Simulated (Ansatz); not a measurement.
Zn(NH2)2 (ZnN₂H₄). Charge 0, multiplicity 3. Geometry PBE-D4/def2-TZVP, that of the neutral singlet; atoms count from 1.

```xyz
7

Zn    0.000   -0.042   -0.030
N     1.543   -0.701    0.689
H     2.120   -0.016    1.177
H     1.426   -1.501    1.312
N    -1.545    0.417   -0.886
H    -1.432    0.724   -1.853
H    -2.112    1.118   -0.408
```

At PBE0-D4/def2-TZVP a singlet of charge 0 lies 4.79 eV below the triplet at the same geometry.

(1) Estimate the Mulliken populations from the PBE0/def2-TZVP orbitals of Ansatz.

(2) Where does the spin sit?

Results:

(1) 
| atom | charge (e) | spin (α − β) | d electrons |
| --- | --- | --- | --- |
| Zn1 | -0.20 | 1.02 | 9.95 |
| N2 | -0.34 | 0.41 | – |
| H3 | 0.23 | 0.03 | – |
| H4 | 0.21 | 0.05 | – |
| N5 | -0.34 | 0.41 | – |
| H6 | 0.21 | 0.05 | – |
| H7 | 0.23 | 0.03 | – |
Mulliken values and Mayer orders depend strongly on the basis.

(2) Summed by element: Zn 1.02, N 0.82, H 0.16, of 2 unpaired in all. Largest on single atoms: Zn1 1.02, N5 0.41, N2 0.41.
